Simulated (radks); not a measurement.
Results of a calculation; reference values are marked as such.
Sr+, 37 electrons, occupied as [Kr] 5s1.

Code: a radial shooting solver on a logarithmic mesh with Libxc functionals. Model: scalar-relativistic Kohn-Sham, exchange-only LDA, spin-polarised, spherical densities, finite nucleus; open shells are filled with parallel spins first (spin-orbit coupling, left out, can overturn this in heavy ions); Fermi nuclear charge, rms radius 4.224 fm.

Energy parts (hartree):
| part | energy |
|---|---|
| total | -3172.15774 |
| kinetic | 3254.41475 |
| electron-nucleus | -7640.84843 |
| Hartree | 1311.86504 |
| exchange | -97.58911 |

Orbitals (lengths in bohr, moments of r in powers of bohr; r(max) is where P^2 peaks; r(90%) holds 90 % of the orbital's charge):
\begin{tabular}{lrrrrr}
orbital & occ. & eigenvalue (hartree) & r(90%) & <r^2> & r(max) \\ \hline
1s up & 1 & -584.9098 & 0.0702 & 0.002072 & 0.02557 \\
1s down & 1 & -584.9093 & 0.0702 & 0.002072 & 0.02557 \\
2s up & 1 & -79.35513 & 0.267 & 0.03517 & 0.1453 \\
2s down & 1 & -79.35476 & 0.267 & 0.03517 & 0.1453 \\
2p up & 3 & -70.58962 & 0.245 & 0.02770 & 0.1161 \\
2p down & 3 & -70.58930 & 0.245 & 0.02770 & 0.1161 \\
3s up & 1 & -12.39296 & 0.732 & 0.2793 & 0.4364 \\
3s down & 1 & -12.39232 & 0.732 & 0.2793 & 0.4364 \\
3p up & 3 & -9.56536 & 0.759 & 0.2913 & 0.4310 \\
3p down & 3 & -9.56469 & 0.759 & 0.2913 & 0.4310 \\
3d up & 5 & -4.88002 & 0.810 & 0.3037 & 0.3757 \\
3d down & 5 & -4.87929 & 0.810 & 0.3037 & 0.3757 \\
4s up & 1 & -1.68410 & 2.00 & 2.100 & 1.188 \\
4s down & 1 & -1.68099 & 1.99 & 2.087 & 1.188 \\
4p up & 3 & -1.02241 & 2.37 & 2.864 & 1.325 \\
4p down & 3 & -1.01612 & 2.34 & 2.803 & 1.324 \\
4d up & 0 & -0.22969 & 4.88 & 10.89 & 2.133 \\
4d down & 0 & -0.19037 & 4.43 & 9.082 & 1.991 \\
4f up & 0 & -0.03961 & 18.3 & 161.8 & 9.396 \\
4f down & 0 & -0.03149 & 25.7 & 348.8 & 15.74 \\
5s up & 1 & -0.30402 & 5.69 & 17.25 & 3.460 \\
5s down & 0 & -0.23735 & 5.75 & 17.23 & 3.329 \\
5p up & 0 & -0.19654 & 7.07 & 26.58 & 4.299 \\
5p down & 0 & -0.13102 & 8.08 & 32.75 & 4.367 \\
6s up & 0 & -0.09479 & 12.5 & 85.90 & 8.173 \\
6s down & 0 & -0.07444 & 14.8 & 120.1 & 9.437 \\
\end{tabular}

The highest occupied level is 5s up at -8.273 eV. Summed over all electrons, <r^2> = 44.02 bohr^2, which gives a Langevin (diamagnetic) susceptibility term of -34.9 x 10^-6 cm^3/mol. The electron density at the nucleus is 6.169e+04 e/bohr^3 (large components only).
